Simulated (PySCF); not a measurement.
Geometry (Å), atoms numbered from 1 in this order:
```xyz
20

C    -1.618    0.713    0.625
C    -1.015    0.470   -0.759
C    -2.056   -0.080   -1.728
O     0.043   -0.480   -0.718
C     1.266   -0.011   -0.250
C     2.415   -1.014   -0.409
O     2.752   -0.895    0.974
C     1.585   -0.120    1.257
H    -2.467    1.386    0.546
H    -1.954   -0.230    1.049
H    -0.883    1.156    1.294
H    -0.618    1.424   -1.149
H    -2.881    0.619   -1.829
H    -2.431   -1.031   -1.361
H    -1.604   -0.241   -2.703
H     1.488    0.985   -0.661
H     2.061   -2.018   -0.658
H     3.239   -0.729   -1.065
H     1.823    0.807    1.783
H     0.848   -0.700    1.818
```

Geometry: GFN2-xTB; GIAO shifts from PySCF 2.14.0 with density-fitted response routines, gas phase, non-relativistic, averaged over equivalent atoms.

At PBE0/pcSseg-1 (196 basis functions, 28 s wall time on 1 thread of an Arm Neoverse V1, shared host):
```json
{"atoms": "C6/C8", "δ (ppm)": "82.9"}
{"atoms": "C2", "δ (ppm)": "78.8"}
{"atoms": "C5", "δ (ppm)": "77.8"}
{"atoms": "C1/C3", "δ (ppm)": "25.4"}
{"atoms": "O4", "δ (ppm)": "103.2"}
{"atoms": "O7", "δ (ppm)": "-3.8"}
{"atoms": "H17/H20", "δ (ppm)": "4.87"}
{"atoms": "H18/H19", "δ (ppm)": "4.84"}
{"atoms": "H16", "δ (ppm)": "4.50"}
{"atoms": "H12", "δ (ppm)": "3.37"}
{"atoms": "H9/H10/H11/H13/H14/H15", "δ (ppm)": "1.09"}
```

Chemical shifts δ = σref − σ; TMS for ¹³C (186.93 ppm), ¹H (31.72 ppm); ¹⁷O (336.08 ppm) vs H2O, all at this level.

Predict the values at PBE0/6-31++G** on the same geometry.

Results:


| atoms | δ at PBE0/6-31++G** | change |
| --- | --- | --- |
| C6/C8 | 79.5 | -3.4 |
| C2 | 76.2 | -2.6 |
| C5 | 75.8 | -2.0 |
| C1/C3 | 24.6 | -0.8 |
| O4 | 93.2 | -10.0 |
| O7 | -5.6 | -1.8 |
| H17/H20 | 4.92 | +0.05 |
| H18/H19 | 4.92 | +0.08 |
| H16 | 4.62 | +0.12 |
| H12 | 3.62 | +0.25 |
| H9/H10/H11/H13/H14/H15 | 1.08 | -0.01 |

Referencing at the same level of theory: TMS for ¹³C (σ = 198.46 ppm), ¹H (σ = 31.85 ppm); H2O for ¹⁷O (σ = 338.08 ppm).

The largest change is at O4 (ether oxygen). Cost: 216 basis functions, 55 s wall time on 1 thread of an Arm Neoverse V1, shared host. The order of the carbon signals is the same at both levels.

Experimental scales use liquid or dissolved standards, which lie at an offset from isolated H2O (liquid H2O: subtract about 36 ppm).
